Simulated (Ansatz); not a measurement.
Born–Oppenheimer molecular dynamics of C$_{2}$H$_{9}$PSSi (14 atoms, charge 0, multiplicity 1). It starts from a relaxed structure.

Level of theory: RKS PBE-D4/STO-3G in Ansatz 0.2.0.

```json
{"ensemble": "NVT, Langevin thermostat", "time step": "2 fs", "steps asked": "40", "set temperature": "400 K", "friction": "0.05 /fs", "seed": "286412"}
```

First frame:

```xyz
14
Properties=species:S:1:pos:R:3
C -1.354 1.686 0.617
S -0.336 0.762 1.828
Si 0.495 -0.664 0.468
C 1.638 0.157 -0.795
P -1.103 -1.774 -0.647
H -1.962 2.425 1.170
H -2.048 1.025 0.058
H -0.743 2.240 -0.123
H 1.309 -1.548 1.300
H 2.109 -0.598 -1.447
H 2.445 0.720 -0.297
H 1.088 0.860 -1.443
H -0.158 -2.720 -1.132
H -1.394 -2.601 0.472
```

Task: How far do the bonds stretch over the last three quarters of this one trajectory? (Pairs bonded in most of those frames.)

Result: 
| bond | mean (Å) | spread (Å) | shortest | longest |
| --- | --- | --- | --- | --- |
| C1–S2 | 1.839 | 0.035 | 1.77 | 1.89 |
| C1–H6 | 1.106 | 0.032 | 1.04 | 1.17 |
| C1–H7 | 1.111 | 0.026 | 1.07 | 1.16 |
| C1–H8 | 1.112 | 0.023 | 1.07 | 1.15 |
| S2–Si3 | 2.154 | 0.038 | 2.09 | 2.22 |
| Si3–C4 | 1.917 | 0.025 | 1.88 | 1.98 |
| Si3–P5 | 2.277 | 0.018 | 2.25 | 2.30 |
| Si3–H9 | 1.473 | 0.045 | 1.40 | 1.55 |
| C4–H10 | 1.108 | 0.019 | 1.07 | 1.14 |
| C4–H11 | 1.107 | 0.019 | 1.07 | 1.13 |
| C4–H12 | 1.106 | 0.020 | 1.07 | 1.13 |
| P5–H13 | 1.426 | 0.029 | 1.37 | 1.48 |
| P5–H14 | 1.427 | 0.040 | 1.36 | 1.49 |

Mean temperature of the second half: 318 K. The mean temperature of the second half is 21 % below the set value. A step of 2 fs is long for free X–H stretches (periods near 10 fs) and can bias their spread and the temperature. A run of 0.08 ps of so small a system gives no equilibrium averages. Limits of this set-up: minimal basis.

The run took 96 s on 1 thread of Arm Neoverse V1 (shared host), peak memory 0.088 GiB.
